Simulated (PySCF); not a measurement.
Compound: C₄H₃F₃O.
Atom-mapped SMILES: `[F:1][C:2]([F:3])=[C:4]([F:5])[C@H:6]1[CH2:7][O:8]1` (hydrogens: H9 on C6; H10, H11 on C7)

Vertical excitations from PySCF (density fitting, frozen core in the response, grid level 2 and gas phase unless stated; continuum runs use non-equilibrium linear response for the excitations) on a GFN2-xTB geometry. Reference run:

```tsv
settings	S1, eV (f)	S2, eV (f)	S3, eV (f)	S4, eV (f)	S5, eV (f)	S6, eV (f)	T1, eV (Tamm–Dancoff)	mean α (au)
wB97X-D/def2-SVPD, full TDDFT, 8 singlets	6.61 (0.014)	7.01 (0.281)	7.28 (0.015)	7.46 (0.048)	8.19 (0.007)	8.35 (0.008)	4.30	51.9
```

Problem. What do these settings give: KT3/pcJ-1, IEF-PCM cyclohexane, TDA, 1 singlet?

Solution. 
```csv
settings,"S1, eV (f)","S2, eV (f)","S3, eV (f)","S4, eV (f)","S5, eV (f)","S6, eV (f)","T1, eV (Tamm–Dancoff)",mean α (au)
"KT3/pcJ-1, IEF-PCM cyclohexane, TDA, 1 singlet",6.09 (0.033),–,–,–,–,–,4.16,50.3
```

S1 moves by -0.52 eV; functional, basis, environment and response scheme change together, so the shift can't be laid on one. States are counted by energy in each run and needn't keep their character from row to row.

KT3 was designed for NMR shieldings or shifts; total energies of different functionals aren't comparable.

Problem. Give the leading configurations of S1 (H = HOMO, L = LUMO) and the HOMO–LUMO gap of each run.

Solution. 
```
                                      settings        S1 configurations (weight)  S1 (eV)  orbital gap (eV)  S1 − gap (eV)
     wB97X-D/def2-SVPD, full TDDFT, 8 singlets            H→L+2 0.57, H→L+1 0.16     6.61             10.96          -4.35
KT3/pcJ-1, IEF-PCM cyclohexane, TDA, 1 singlet  H−1→L 0.72, H→L 0.14, H→L+1 0.14     6.09              5.06          +1.03
```

The species at its GFN2-xTB geometry (one conformer only).

Shape of the structure used: `[F:1][C:2]([F:3])=[C:4]([F:5])[C@H:6]1[CH2:7][O:8]1`: C2–C4–C6–C7 -42°.

wB97X-D is run here without its empirical dispersion term; that term would change no orbital, density or response property at a fixed geometry.
